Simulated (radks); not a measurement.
Results of a calculation; reference values are marked as such.
Nd, configuration [Xe] 4f4 6s2 (the NIST ground configuration).

Code: a radial shooting solver on a logarithmic mesh with Libxc functionals. Model: scalar-relativistic Kohn-Sham, PBE, spin-polarised, spherical densities, finite nucleus; open shells are filled with parallel spins first (spin-orbit coupling, left out, can overturn this in heavy ions); Fermi nuclear charge, rms radius 4.9123 fm.

Energy parts (hartree):
| part | energy |
|---|---|
| total | -9623.5531 |
| kinetic | 10241.3923 |
| electron-nucleus | -23373.0830 |
| Hartree | 3730.3790 |
| exchange-correlation | -222.2414 |

Orbitals (lengths in bohr, moments of r in powers of bohr; <r^-3> diverges for s and p1/2; r(max) is where P^2 peaks; r(90%) holds 90 % of the orbital's charge):
[
 {"orbital": "1s up", "occ.": "1", "eigenvalue (hartree)": "-1594.820", "<r^-3>": "-", "r(max)": "0.01510", "<r^4>": "1.526e-06", "r(90%)": "0.0426"},
 {"orbital": "1s down", "occ.": "1", "eigenvalue (hartree)": "-1594.820", "<r^-3>": "-", "r(max)": "0.01510", "<r^4>": "1.526e-06", "r(90%)": "0.0426"},
 {"orbital": "2s up", "occ.": "1", "eigenvalue (hartree)": "-257.9396", "<r^-3>": "-", "r(max)": "0.08550", "<r^4>": "0.0002487", "r(90%)": "0.156"},
 {"orbital": "2s down", "occ.": "1", "eigenvalue (hartree)": "-257.9393", "<r^-3>": "-", "r(max)": "0.08550", "<r^4>": "0.0002487", "r(90%)": "0.156"},
 {"orbital": "2p up", "occ.": "3", "eigenvalue (hartree)": "-230.5942", "<r^-3>": "9016", "r(max)": "0.06892", "<r^4>": "0.0001832", "r(90%)": "0.145"},
 {"orbital": "2p down", "occ.": "3", "eigenvalue (hartree)": "-230.5940", "<r^-3>": "9016", "r(max)": "0.06892", "<r^4>": "0.0001832", "r(90%)": "0.145"},
 {"orbital": "3s up", "occ.": "1", "eigenvalue (hartree)": "-55.96047", "<r^-3>": "-", "r(max)": "0.2438", "<r^4>": "0.009933", "r(90%)": "0.391"},
 {"orbital": "3s down", "occ.": "1", "eigenvalue (hartree)": "-55.92191", "<r^-3>": "-", "r(max)": "0.2437", "<r^4>": "0.009913", "r(90%)": "0.391"},
 {"orbital": "3p up", "occ.": "3", "eigenvalue (hartree)": "-47.33466", "<r^-3>": "1835", "r(max)": "0.2388", "<r^4>": "0.01038", "r(90%)": "0.396"},
 {"orbital": "3p down", "occ.": "3", "eigenvalue (hartree)": "-47.29631", "<r^-3>": "1837", "r(max)": "0.2387", "<r^4>": "0.01036", "r(90%)": "0.396"},
 {"orbital": "3d up", "occ.": "5", "eigenvalue (hartree)": "-35.36107", "<r^-3>": "250.4", "r(max)": "0.1961", "<r^4>": "0.008495", "r(90%)": "0.378"},
 {"orbital": "3d down", "occ.": "5", "eigenvalue (hartree)": "-35.33144", "<r^-3>": "250.8", "r(max)": "0.1960", "<r^4>": "0.008463", "r(90%)": "0.377"},
 {"orbital": "4s up", "occ.": "1", "eigenvalue (hartree)": "-11.15871", "<r^-3>": "-", "r(max)": "0.5653", "<r^4>": "0.2523", "r(90%)": "0.873"},
 {"orbital": "4s down", "occ.": "1", "eigenvalue (hartree)": "-11.05334", "<r^-3>": "-", "r(max)": "0.5651", "<r^4>": "0.2519", "r(90%)": "0.872"},
 {"orbital": "4p up", "occ.": "3", "eigenvalue (hartree)": "-8.33458", "<r^-3>": "398.7", "r(max)": "0.5901", "<r^4>": "0.3318", "r(90%)": "0.936"},
 {"orbital": "4p down", "occ.": "3", "eigenvalue (hartree)": "-8.22834", "<r^-3>": "398.9", "r(max)": "0.5898", "<r^4>": "0.3314", "r(90%)": "0.935"},
 {"orbital": "4d up", "occ.": "5", "eigenvalue (hartree)": "-4.31951", "<r^-3>": "44.81", "r(max)": "0.6189", "<r^4>": "0.5510", "r(90%)": "1.06"},
 {"orbital": "4d down", "occ.": "5", "eigenvalue (hartree)": "-4.21229", "<r^-3>": "44.82", "r(max)": "0.6183", "<r^4>": "0.5533", "r(90%)": "1.06"},
 {"orbital": "4f up", "occ.": "4", "eigenvalue (hartree)": "-0.09393", "<r^-3>": "4.917", "r(max)": "0.6630", "<r^4>": "11.76", "r(90%)": "1.95"},
 {"orbital": "4f down", "occ.": "0", "eigenvalue (hartree)": "-0.00307", "<r^-3>": "4.556", "r(max)": "0.6647", "<r^4>": "87.23", "r(90%)": "2.31"},
 {"orbital": "5s up", "occ.": "1", "eigenvalue (hartree)": "-1.51078", "<r^-3>": "-", "r(max)": "1.317", "<r^4>": "8.717", "r(90%)": "2.11"},
 {"orbital": "5s down", "occ.": "1", "eigenvalue (hartree)": "-1.44250", "<r^-3>": "-", "r(max)": "1.327", "<r^4>": "9.155", "r(90%)": "2.14"},
 {"orbital": "5p up", "occ.": "3", "eigenvalue (hartree)": "-0.83022", "<r^-3>": "54.22", "r(max)": "1.493", "<r^4>": "17.71", "r(90%)": "2.52"},
 {"orbital": "5p down", "occ.": "3", "eigenvalue (hartree)": "-0.77811", "<r^-3>": "51.54", "r(max)": "1.509", "<r^4>": "19.10", "r(90%)": "2.57"},
 {"orbital": "6s up", "occ.": "1", "eigenvalue (hartree)": "-0.13127", "<r^-3>": "-", "r(max)": "3.761", "<r^4>": "758.5", "r(90%)": "6.48"},
 {"orbital": "6s down", "occ.": "1", "eigenvalue (hartree)": "-0.12434", "<r^-3>": "-", "r(max)": "3.864", "<r^4>": "841.4", "r(90%)": "6.65"}
]

The highest occupied level is 4f up at -2.556 eV. Summed over all electrons, <r^2> = 88.20 bohr^2, which gives a Langevin (diamagnetic) susceptibility term of -69.9 x 10^-6 cm^3/mol.
